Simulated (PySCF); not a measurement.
**Bonding in `CN(C)C(=O)CCS`**

Species: C₅H₁₁NOS.
Atom-mapped SMILES: `[CH3:1][N:2]([CH3:3])[C:4](=[O:5])[CH2:6][CH2:7][SH:8]` (hydrogens: H9, H10, H11 on C1; H12, H13, H14 on C3; H15, H16 on C6; H17, H18 on C7; H19 on S8)

Geometry (GFN2-xTB, Å), atoms numbered from 1 in this order:
```
atom  x, y, z in Å
C1    -1.913   -0.749   -0.252
N2    -1.087    0.393    0.048
C3    -1.800    1.651    0.071
C4     0.231    0.379    0.343
O5     0.839    1.405    0.598
C6     0.924   -0.979    0.340
C7     2.392   -0.851    0.725
S8     3.373   -0.009   -0.564
H9    -1.323   -1.647   -0.403
H10   -2.624   -0.926    0.561
H11   -2.482   -0.552   -1.164
H12   -2.606    1.614    0.806
H13   -1.098    2.437    0.341
H14   -2.223    1.864   -0.913
H15    0.426   -1.638    1.056
H16    0.854   -1.421   -0.657
H17    2.845   -1.835    0.842
H18    2.503   -0.283    1.648
H19    2.759    1.157   -0.404
```

Bond orders from the PBE0/pcSseg-1 density (PySCF). The structure is a single GFN2-xTB conformer in the gas phase; no vibrational or solvent corrections.

Task: Where do the orders between heavy atoms depart from those drawn in the SMILES?

Result: The largest departure is 0.179, at C4–O5 (drawn double, 1.821). Drawn single, order above 1.12: N2–C4 (1.136).

Task: Give the Mayer order of every bond between heavy atoms, beside its length.

Result: 
```tsv
bond	drawn as	length (Å)	Mayer order
C1–N2	single	1.441	0.947
N2–C3	single	1.446	0.943
N2–C4	single	1.351	1.136
C4–O5	double	1.220	1.821
C4–C6	single	1.525	0.960
C6–C7	single	1.523	1.036
C7–S8	single	1.826	1.035
```

By pair of heavy elements: C–N: lowest N2–C3 (0.943, 1.446 Å), highest N2–C4 (1.136, 1.351 Å). C–C: lowest C4–C6 (0.960, 1.525 Å), highest C6–C7 (1.036, 1.523 Å).

Task: And the bonds to hydrogen?

Result: C–H: 0.92 to 0.96 (10 bonds); H–S: 0.92 (1 bond).

Task: Sum the orders of all bonds at each heavy atom with more than one neighbour and set the sums beside the valence in the SMILES.

Result: C1 3.818 (drawn 4), N2 3.026 (drawn 3), C3 3.820 (drawn 4), C4 3.917 (drawn 4), C6 3.835 (drawn 4), C7 3.953 (drawn 4), S8 1.950 (drawn 2). Orders between atoms that aren't bonded are not in these sums.

The Mayer order sums products of elements of PS (density times overlap matrix) between the two atoms' basis functions, so it depends on the basis set.

The run behind these numbers computed NMR shieldings as well. Time: 33 s wall; peak memory 0.87 GiB. Hardware: an Arm Neoverse V1 with one thread, no GPU, shared host.
